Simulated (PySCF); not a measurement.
C2H8BNOS. Atoms are numbered in the order given.

```xyz
14

B      0.0407     0.5465     0.1507
N     -0.7465    -0.5542    -0.2538
C     -2.1808    -0.4370    -0.4198
C     -0.2321    -1.8738    -0.5349
H     -2.4824    -0.6792    -1.4568
H     -2.7176    -1.1344     0.2516
H     -2.5064     0.5853    -0.1923
H     -0.6829    -2.6317     0.1343
H     -0.4557    -2.1782    -1.5754
H      0.8578    -1.9119    -0.4005
O     -0.5786     1.7514     0.3849
H      0.0184     2.4527     0.6600
S      1.8716     0.3076     0.3461
H      2.1512     1.5760     0.7129
```
Charge 0, spin multiplicity 1.

Geometry optimised at r2SCAN-D4/def2-SVP. One conformer was computed; it need not be the lowest.

All values below come from PBE0/pcSseg-1 run with PySCF.

GIAO shieldings, no solvent; atoms listed in one row are averaged. δ = σ(ref) − σ: ¹¹B against BF3 (σ = 88.8 ppm); ¹⁵N against NH3 (σ = 267.4 ppm); ¹³C against TMS (σ = 186.3 ppm); ¹H against TMS (σ = 31.56 ppm); ¹⁷O against H2O (σ = 334.2 ppm); ³³S against H2S (σ = 716.7 ppm), references at their B3LYP-D3(BJ)/def2-TZVP geometries, non-relativistic.

### Question
Estimate the chemical shifts. (The exact figures need the calculation; the answer reports its results.)

### Answer

| nucleus | atoms | count | δ (ppm) |
|---|---|---|---|
| ¹¹B | B1 | 1 | 16.1 |
| ¹⁵N | N2 | 1 | 83.8 |
| ¹³C | C4 | 1 | 42.5 |
| ¹³C | C3 | 1 | 38.4 |
| ¹H | H5, H6, H7 | 3 | 3.01 |
| ¹H | H12 | 1 | 2.92 |
| ¹H | H8, H9, H10 | 3 | 2.86 |
| ¹H | H14 | 1 | 0.73 |
| ¹⁷O | O11 | 1 | 123.6 |
| ³³S | S13 | 1 | 67.3 |
